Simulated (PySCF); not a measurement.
The numbers are results of PBE-D3(BJ)/def2-TZVP // PBE0-D4/def2-TZVP in PySCF, not measurements. Gas-phase values, no solvent. One relaxed conformer stands for a flexible species; it need not be the lowest. Excitations are Tamm–Dancoff values on a coarser integration grid. The basis has no diffuse functions, so Rydberg states are missing or too high.

Reference species (SMILES): `B/C=C\C` (neutral, multiplicity 1).

- S1–T1 gap (TDA) = 1.24 eV
- T1 excitation (TDA) = 3.36 eV
- HOMO–LUMO gap = 4.02 eV

After one change: the S1–T1 gap (TDA) drops by 1.03 eV; the T1 excitation (TDA) increases by 0.29 eV; the HOMO–LUMO gap falls by 0.24 eV.

What was changed between the two runs? The new species is one of these.
(A) `BC(=C)C`
(B) `BCC=C`
(C) `B/C=C/C`

B, `BCC=C`
